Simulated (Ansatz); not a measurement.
Basis-set series for C2H6ClIn (`C[CH2][InH][Cl]`). The species carries charge 0 and has multiplicity 1. In takes the def2 core potential. The structure was optimised at the PBE0-D4/def2-TZVP level. It is one conformer, not always the lowest.

| functional | basis | functions | energy (Eh) | HOMO (eV) | LUMO (eV) |
| --- | --- | --- | --- | --- | --- |
| PBE0-D4 | def2-TZVPP | 238 | -729.99491 | -7.61 | -1.56 |
| PBE0-D4 | def2-QZVPP | 446 | -730.01487 | -7.63 | -1.58 |
| ωB97M-V | def2-TZVPP | 238 | -730.11216 | -9.75 | -0.10 |
| ωB97M-V | def2-QZVPP | 446 | -730.13161 | -9.77 | -0.16 |

Give the rows for def2-SVP. (An estimate is asked.)

Computed: 
| functional | basis | functions | energy (Eh) | HOMO (eV) | LUMO (eV) |
| --- | --- | --- | --- | --- | --- |
| PBE0-D4 | def2-SVP | 102 | -729.73971 | -7.51 | -1.46 |
| ωB97M-V | def2-SVP | 102 | -729.85187 | -9.62 | 0.12 |
